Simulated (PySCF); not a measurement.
This script is equivalent to a calculation on Ge⁺ (germanium, charge +1).

```python
from pyscf import gto, scf, dft, mp, cc
import basis_set_exchange as bse
txt = bse.get_basis("cc-pVDZ-PP", elements=["Ge"], fmt="nwchem", header=False)
cut = txt.index("\nECP")
mol = gto.M(atom="Ge 0 0 0", charge=1, spin=1, symmetry="D2h",
            basis=gto.basis.parse(txt[:cut]),
            ecp={"Ge": gto.basis.parse_ecp(txt[cut:])})
mf = dft.UKS(mol, xc="M06L")
mf.irrep_nelec = {'Ag': (4, 4), 'B1g': (1, 1), 'B2g': (1, 1), 'B3g': (1, 1), 'B1u': (1, 1), 'B2u': (2, 1), 'B3u': (1, 1)}
mf.kernel()
```

**Question.** What total energy does it give?

**Answer.** -294.271 hartree (calculated).

**Question.** Which occupied shell lies highest, and where?

**Answer.** 4p α, at -11.572 eV.

**Question.** What is ⟨S²⟩, and what would a pure spin state give?

**Answer.** 0.752, against 0.75.

Energies and moments cover only the electrons outside the core potential.
